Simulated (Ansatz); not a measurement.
System: C6H13S, net charge 0, doublet state. It need not be the lowest isomer of its formula. SMILES: CCCCCS[CH2]
Structure (B3LYP-D3(BJ)/def2-TZVP (Ansatz, a program for electronic structure) minimum search):
```xyz
20

C     -3.9821     0.6322    -0.4596
C     -2.6000     0.8814     0.1369
C     -1.5633    -0.1477    -0.3081
C     -0.1783     0.1009     0.2860
C      0.8409    -0.9373    -0.1677
S      2.5108    -0.6890     0.5110
C      3.0243     0.7064    -0.3216
H     -4.7024     1.3808    -0.1250
H     -3.9507     0.6648    -1.5513
H     -4.3638    -0.3499    -0.1699
H     -2.2545     1.8820    -0.1417
H     -2.6649     0.8758     1.2296
H     -1.4971    -0.1435    -1.4019
H     -1.9067    -1.1501    -0.0285
H      0.1721     1.0965     0.0025
H     -0.2343     0.0935     1.3779
H      0.9227    -0.9611    -1.2566
H      0.5503    -1.9368     0.1604
H      3.9738     1.1314    -0.0366
H      2.5341     1.0260    -1.2292
```
Charge 0, spin multiplicity 2.

Computed values are from Ansatz. Cores are frozen in the correlated levels unless marked. Open shells are spin-unrestricted. Spin-orbit coupling is left out. No relativistic terms. Basis-set limits of correlation are two-point, X^-3; Hartree-Fock from the larger set. [CCSD(T)-MP2]/basis is that difference in the basis named.

### Question
What is the T1 diagnostic at CCSD/cc-pV(T+d)Z?

### Answer
0.014.

### Question
What is the total energy at RI-MP2/CBS(cc-pV(T+d)Z,cc-pV(Q+d)Z)+[CCSD(T)-MP2]/cc-pV(T+d)Z?

### Answer
-633.8646 Eh.

### Question
What is the atomisation energy De at RI-MP2/CBS(cc-pV(T+d)Z,cc-pV(Q+d)Z)+[CCSD(T)-MP2]/cc-pV(T+d)Z?

### Answer
7721.0 kJ/mol.

### Question
What is the dipole moment at CCSD(T)/aug-cc-pV(D+d)Z?

### Answer
1.66 D.
